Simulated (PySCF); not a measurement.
**Hg²⁺: ionisation energy**

Hg²⁺ [Xe] 4f14 5d10 → Hg³⁺ [Xe] 4f14 5d9 [5d3/2^4 5d5/2^5, M_J = 5/2], as a difference of total energies. Computed with PySCF 2.14 in x2c-TZVPall-2c (11s11p10d2f, 108 functions), with the two-component X2C-1e Hamiltonian. Correlated levels: [Kr] 4d10 4f14 frozen; the 34 highest virtual spinors dropped. "Screened" scales the spin-orbit matrix elements by Boettger's factors to mimic the two-electron term; Breit and QED terms are absent.

```tsv
method	ionisation energy (eV)	error (eV)
GHF (spin-free)	33.691	-0.799
GMP2 (spin-free)	35.056	+0.566
GHF (screened spin-orbit)	32.901	-1.589
GMP2 (screened spin-orbit)	34.241	-0.249
```

Reference: 34.49 ± 0.05 eV (measured; NIST Atomic Spectra Database, ionization energies).

The spin-free rows lack the spin-orbit shift.

Errors of the correlated levels include the incompleteness of this basis and the frozen core.
